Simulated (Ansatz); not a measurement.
Isolated molecules relaxed with PBE0-D4/def2-TZVP in Ansatz; ΔE leaves out vibrations. CBS: MP2 limit from def2 TZ/QZ plus the TZ coupled-cluster correction, frozen cores. This one scheme is used for every species. DFT in def2-TZVPP. def2 core potentials past Kr. For Hf, I outer-core shells are correlated without core-valence functions, which leaves a few kJ/mol of doubt a bond. Each species was taken in one conformer, which may not be the lowest.

Consider the ligand exchange at the Hf–I bond: `[F][Hf]([F])([F])[I]` + H₂S → `[F][Hf]([F])([F])[SH]` + HI.

CCSD(T)/CBS gives +14.1 kcal/mol.

Q: Another level gave +13.4 kcal/mol. Which?
A. HF/def2-TZVPP
B. SCS-MP2/def2-TZVPP
C. PBE-D4/def2-TZVPP
D. PBE0-D4/def2-TZVPP

A: D. PBE0-D4 13.4, SCS-MP2/def2-TZVPP 14.6, PBE-D4 12.4, HF/def2-TZVPP 16.0 kcal/mol.

Largest T1 diagnostic among the species: 0.016.

From PBE to PBE0 (25 % exact exchange), in def2-TZVPP and without D4, ΔE moves by +1.0 kcal/mol. In def2-TZVPP, CCSD(T) changes the Hartree–Fock value by −2.4 kcal/mol (the triples alone add −0.2 kcal/mol) and MP2 by −0.9 kcal/mol. At CCSD(T), def2-SVP lies −1.1 kcal/mol from the extrapolated value and def2-TZVPP −0.4 kcal/mol.
